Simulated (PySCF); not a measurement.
Name the molecule from its bond curve

A diatomic of charge -1 contains Bi. Its doublet curve at B3LYP in a double-zeta basis (scalar-relativistic core potentials, PySCF), in eV from the separated fragments:

(R (Å), E (eV)): (1.756, -1.638), (1.838, -2.316), (1.919, -2.668), (1.981, -2.784), (2.042, -2.814), (2.103, -2.782), (2.185, -2.676), (2.287, -2.481), (2.410, -2.202), (2.573, -1.821)

The fit gives ωe = 586 cm⁻¹ and the rotational constant Bₑ = 0.3095 cm⁻¹.

Problem. Which atom is the partner?

Solution. The minimum lies at 2.037 Å, so the reduced mass is 16.8576 u Å² cm⁻¹/(Bₑ·Re²) = 13.13 u. With Bi at 208.98 u the partner weighs about 14.0 u: N. The molecule is BiN⁻.

⟨S²⟩ is raised (this molecule 0.98), so spin contamination touches these numbers. Spin–orbit coupling is left out, which matters for elements this heavy, above all for dissociation energies. The highest Kohn–Sham level is positive in this anion. Much of that is self-interaction error, but it also means that the finite basis helps to hold the extra electron. The state is the lowest determinant that a PBE0 search found; another state may lie lower at other levels.
